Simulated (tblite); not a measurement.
Start geometry of `CC[C@@H](C(F)F)[Si@@H](N)NC` from a force field or distance geometry (Å):
```
atom  x, y, z in Å
C1    -2.6127    1.5556    1.4177
C2    -1.1506    1.1976    1.3060
C3    -0.7933    0.3283    0.0791
C4    -1.0964    1.0900   -1.2285
F5    -0.8074    0.3064   -2.2906
F6    -0.3341    2.1951   -1.3207
Si7    0.9704   -0.2993    0.0926
N8     1.3000   -1.2082    1.4911
N9     1.2585   -1.5393   -1.0295
C10    2.5666   -1.9904   -1.4547
H11   -2.9262    2.2447    0.6223
H12   -3.2561    0.6626    1.3686
H13   -2.8223    2.0576    2.3840
H14   -0.8735    0.6479    2.2279
H15   -0.5529    2.1236    1.3208
H16   -1.4435   -0.5600    0.1051
H17   -2.1426    1.3825   -1.3030
H18    1.9992    0.7337   -0.0303
H19    0.9224   -2.1398    1.3086
H20    2.3049   -1.3468    1.5433
H21    0.7266   -1.2878   -1.8701
H22    3.1266   -1.1871   -1.9587
H23    2.4658   -2.8085   -2.1554
H24    3.1588   -2.3673   -0.6179
```

**Question.** What comes out of this run: tblite 0.8.0, GFN2-xTB geometry optimisation, gas phase?

**Answer.** 
```
atom  x, y, z in Å
C1    -2.580    1.323    1.496
C2    -1.084    1.157    1.243
C3    -0.754    0.330    0.002
C4    -1.033    1.135   -1.242
F5    -0.968    0.366   -2.366
F6    -0.105    2.113   -1.427
Si7    1.068   -0.248    0.038
N8     1.261   -1.035    1.562
N9     1.271   -1.301   -1.307
C10    2.487   -2.049   -1.526
H11   -3.064    1.881    0.698
H12   -3.063    0.351    1.574
H13   -2.743    1.860    2.427
H14   -0.634    0.670    2.108
H15   -0.615    2.137    1.143
H16   -1.420   -0.535   -0.039
H17   -2.019    1.626   -1.259
H18    1.976    0.901    0.126
H19    0.577   -1.719    1.848
H20    2.180   -1.356    1.815
H21    0.831   -1.058   -2.182
H22    3.254   -1.464   -2.045
H23    2.277   -2.943   -2.116
H24    2.890   -2.353   -0.563
```

The energy falls by 65.0 kJ/mol over 109 L-BFGS steps, the largest force on an atom goes from 2.46 to 0.009 eV/Å, and the atoms move by 0.296 Å rms after alignment. The bond that changes most is C3–Si7 (sp3 carbon bound to silicon to SiH silicon), which lengthens by 0.039 Å. Bonds longer at the end by more than 0.005 Å: 8 of 23; shorter: 12. Among the angles that change most is N8–Si7–N9, from 96.9° to 113.4°. Among the dihedrals that turn most is H18–Si7–N8–H19, from -152° to 165°. Rotational constants go from 1508, 766.2, 577.1 to 1383, 809.0, 590.9 MHz. The orientation of the end geometry is arbitrary; only internal coordinates are fixed.

The run took 1.9 s wall on one thread of an Arm Neoverse N1, shared host with 64 logical CPUs at a one-minute load of 56.

Its GFN2-xTB frequencies are all real (lowest 26 cm⁻¹). The numbers are those of one conformer.

All values are computed, not measured.
